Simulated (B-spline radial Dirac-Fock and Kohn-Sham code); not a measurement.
# Binding energies of Hf²⁷⁺ at several levels of theory

System: Hf²⁷⁺, [Kr] 4d9.

The density-functional columns are spherical, spin-unpolarised Dirac-Kohn-Sham results without Breit or QED terms: −ε is minus the orbital energy of the initial state and ΔSCF the difference of two total energies. The reference in the last column comes from Dirac-Fock (average of configuration) total-energy differences with a finite nucleus, the Breit interaction including its frequency dependence, and self-energy and vacuum-polarisation corrections. All numbers are from an atomic code on a B-spline grid, in eV; a selection of levels is shown. The Kohn-Sham columns are given as differences from the reference. For the 1s level of heavy atoms much of the gap between ΔSCF and the reference is the Breit and QED part, -319.1 eV here; for other levels the error of the functional can be larger.

```
     level  LDA −ε − DF  LDA ΔSCF − DF  Dirac-Fock
    K (1s)       -248.8         +305.8     66286.8
   L1 (2s)       -179.0          -60.7     12233.9
L2 (2p1/2)       -133.6          +12.3     11692.4
L3 (2p3/2)       -146.0          -16.6     10515.4
   M1 (3s)        -99.3          -51.5      3561.3
M2 (3p1/2)        -81.8          -31.7      3324.3
M3 (3p3/2)        -80.4          -33.3      3066.1
M4 (3d3/2)        -58.5           -5.1      2671.4
   N1 (4s)        -48.3          -23.1      1404.2
N2 (4p1/2)        -38.3          -13.1      1302.1
N3 (4p3/2)        -38.3          -14.2      1231.1
 N4,5 (4d)        -22.9           +1.2      1054.8
```

Values without a named source are computed, but for edge energies of neutral atoms, which are taken from tables.
